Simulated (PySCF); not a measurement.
Q: Give a PBE0-D3(BJ)/def2-SVP geometry of `C#CCC(F)(F)F`.

A: 
```
atom  x, y, z in Å
C1     2.290    0.318   -0.058
C2     1.191   -0.134    0.163
C3    -0.133   -0.674    0.426
C4    -1.242    0.355    0.318
F5    -2.420   -0.221    0.577
F6    -1.307    0.881   -0.904
F7    -1.079    1.352    1.185
H8     3.268    0.717   -0.253
H9    -0.186   -1.103    1.438
H10   -0.372   -1.481   -0.284
```

Any rigid rotation of these coordinates is as good. Atoms count from 1 in this order. The C–C distances run from 1.209 Å (C1≡C2, drawn triple) to 1.517 Å (C3–C4, drawn single), a spread of 0.308 Å.

Bonds between heavy atoms (Å): C1≡C2 1.209, C2–C3 1.453, C3–C4 1.517, C4–F5 1.337, C4–F6 1.332, C4–F7 1.332.

Computed with PBE0-D3(BJ)/def2-SVP geometry optimisation, gas phase (PySCF 2.14.0).

Point group: Cs (tolerance 0.08 Å). Whether it is a minimum is left open (no frequencies).
